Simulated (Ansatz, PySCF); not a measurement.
Reaction (SMILES): N[SiH-]N → [NH-][SiH2]N
Structures are relaxed separately at B3LYP-D3(BJ)/def2-TZVP in Ansatz (a program for electronic structure), one conformer each, not searched for the lowest. Frequencies are from Ansatz or PySCF.

Property: isomerisation energy (enthalpy at 298 K, with B3LYP-D3(BJ) rigid-rotor harmonic-oscillator terms), in kcal/mol. Valence correlation only, unless marked. Spin-orbit coupling is left out. Non-relativistic. Anions need diffuse functions: aug- sets have them; def2-D sets add few; the other sets have none. CBS(X,Y): correlation extrapolated as X^-3; Hartree-Fock from the larger set.

```
level                                                program  isomerisation energy (kcal/mol)
--------------------------------------------  --------------  -------------------------------
r2SCANh-D4/def2-TZVPD                         Ansatz + dftd4                              [?]
M06-2X/def2-TZVPD                                      PySCF                             -8.1
HSE06-D3(BJ)/def2-TZVPD                       Ansatz + dftd3                              [?]
SCS-MP2/cc-pwCVTZ                                     Ansatz                            -11.7
SCS-MP2/aug-cc-pV(Q+d)Z                               Ansatz                            -12.0
CCSD/cc-pV(5+d)Z                                      Ansatz                             -9.6
CCSD(T)/CBS(aug-cc-pV(T+d)Z,aug-cc-pV(Q+d)Z)          Ansatz                              [?]
```

### Question
Some entries are withheld; supply them.

### Answer

- r2SCANh-D4/def2-TZVPD, isomerisation energy (kcal/mol): -10.5
- HSE06-D3(BJ)/def2-TZVPD, isomerisation energy (kcal/mol): -7.8
- CCSD(T)/CBS(aug-cc-pV(T+d)Z,aug-cc-pV(Q+d)Z), isomerisation energy (kcal/mol): -10.1
